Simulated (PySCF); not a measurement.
**Predicted spectroscopic data**

[PySCF: σ from GIAO-PBE0/pcSseg-1; GFN2-xTB structure; rapidly exchanging positions averaged; non-relativistic; gas phase; one conformer]

References, each an isolated molecule treated in the same way: TMS for 1H (σref 31.72) and 13C (σref 186.93). Splittings of carbon signals by F and P are missing where no couplings were computed. Where no couplings were computed, multiplicities follow the n + 1 count of equivalent neighbours, and m marks all less simple cases (inequivalent or close neighbours, rings, F or P nearby). Shifts are as computed. Against solution values, carbons near 30 ppm lie about +3 ppm off and those near 130 ppm about +5 ppm. Of 1309 compounds with measured shifts, 239 miss one by over three times the rms of a fit or turn the order of signals round; such compounds aren't used in these exercises.

**1.** `F/C=C(/F)CC(F)F`, C4H4F4. 1H NMR (400 MHz, computed): δ 7.67 (m, 1H), 6.38 (m, 1H), 3.06 (m, 2H). 13C{1H} NMR (computed): δ 160.2 (C), 152.1 (CH), 119.5 (CH), 37.5 (CH2).

**2.** SMILES FC(F)=CCC(F)F, C4H4F4. 1H NMR (400 MHz, computed): δ 6.00 (m, 1H), 4.48 (m, 1H), 2.64 (m, 2H). 13C{1H} NMR (computed): δ 170.5, 123.0, 77.8, 34.0.
